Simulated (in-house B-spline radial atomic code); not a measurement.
**Ionising Au VI (Au5+) with different functionals**

Computed with a B-spline radial code for spherical atoms: scalar-relativistic (spin-free X2C) Hamiltonian, Fermi nucleus of rms radius 5.4371 fm, spin-polarised at highest spin, spherical fractional occupations for the functionals, and exact exchange of hybrids averaged over the configuration. The ionisation energy is the difference of two self-consistent energies, [Xe] 4f14 5d6 → [Xe] 4f14 5d5, without Breit or QED terms; ε is the level of the shell that loses the electron (its least bound occupied spin orbital). There is no spin-orbit coupling in this Hamiltonian.

```json
{"method": "PBE0", "rung": "global hybrid", "ΔSCF (eV)": "75.66", "-ε(5d) (eV)": "70.21"}
{"method": "B3LYP", "rung": "global hybrid", "ΔSCF (eV)": "76.00", "-ε(5d) (eV)": "70.04"}
{"method": "TPSSh", "rung": "global hybrid", "ΔSCF (eV)": "75.57", "-ε(5d) (eV)": "68.85"}
{"method": "M06-2X", "rung": "global hybrid", "ΔSCF (eV)": "76.92", "-ε(5d) (eV)": "73.60"}
{"method": "BHandHLYP", "rung": "global hybrid", "ΔSCF (eV)": "75.73", "-ε(5d) (eV)": "72.28"}
{"method": "r2SCAN0", "rung": "global hybrid", "ΔSCF (eV)": "75.20", "-ε(5d) (eV)": "69.96"}
{"method": "B97-1", "rung": "global hybrid", "ΔSCF (eV)": "75.97", "-ε(5d) (eV)": "70.07"}
{"method": "HSE06", "rung": "range-separated hybrid", "ΔSCF (eV)": "75.61", "-ε(5d) (eV)": "69.74"}
{"method": "wB97X", "rung": "range-separated hybrid", "ΔSCF (eV)": "75.59", "-ε(5d) (eV)": "72.80"}
{"method": "CAM-B3LYP", "rung": "range-separated hybrid", "ΔSCF (eV)": "75.99", "-ε(5d) (eV)": "71.96"}
{"method": "LC-wPBE", "rung": "range-separated hybrid", "ΔSCF (eV)": "75.64", "-ε(5d) (eV)": "73.15"}
```

(1) Among the functionals, which spreads more, the ΔSCF values or the orbital energies?

(2) How do they compare with the NIST value?

## Answers

(1) The orbital energies: ΔSCF values span about 1.72 eV and the orbital energies 4.75 eV.

(2) NIST lists 74 eV ± 2 (tabulated theory, ground level to ground level). Errors run from +1.20 to +2.92 eV; all lie within about twice that uncertainty, so the table can't rank the methods.
